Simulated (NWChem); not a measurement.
System: C$_{5}$H$_{6}$; SMILES C#CC1CC1

```xyz
11

C     -0.2059    -2.2769     0.0000
C      0.1488    -1.1175     0.0000
C      0.5702     0.2579     0.0000
C     -0.2319     1.3007    -0.7456
C     -0.2319     1.3007     0.7456
H     -0.5183    -3.3044     0.0000
H      1.6570     0.3960     0.0000
H     -1.1301     0.9579    -1.2645
H      0.3301     2.0765    -1.2718
H      0.3301     2.0765     1.2718
H     -1.1301     0.9579     1.2645
```
Atoms are numbered in this order, from 1.

Level: PBE0/def2-SVP (NWChem), optimised geometry, unscaled harmonic frequencies. 

Task: List the harmonic frequencies with IR intensities, and the thermochemistry.

Result: 
| frequency (cm⁻¹) | IR intensity (km/mol) |
|---|---|
| 204 | 1.5 |
| 211 | 1.8 |
| 509 | 9.2 |
| 525 | 3.2 |
| 659 | 44.3 |
| 709 | 37.5 |
| 767 | 1.7 |
| 816 | 1.8 |
| 827 | 7.5 |
| 935 | 4.8 |
| 995 | 28.2 |
| 1066 | 4.0 |
| 1072 | 6.0 |
| 1105 | 1.2 |
| 1131 | 0.1 |
| 1184 | 0.5 |
| 1231 | 1.2 |
| 1382 | 1.8 |
| 1433 | 4.7 |
| 1497 | 0.7 |
| 2246 | 19.3 |
| 3157 | 8.4 |
| 3162 | 2.7 |
| 3172 | 3.1 |
| 3256 | 0.2 |
| 3266 | 2.9 |
| 3492 | 85.7 |

```yaml
zero_point_energy: 57.2 kcal/mol
thermal correction to the enthalpy at 298.15 K (with zero-point energy): 60.9 kcal/mol
heat capacity Cv: 18.4 cal/(mol K)
entropy at 298.15 K and 1 atm (symmetry number 1): 70.8 cal/(mol K)
dipole_moment: 0.91 D
```

Rigid rotor and harmonic oscillator.
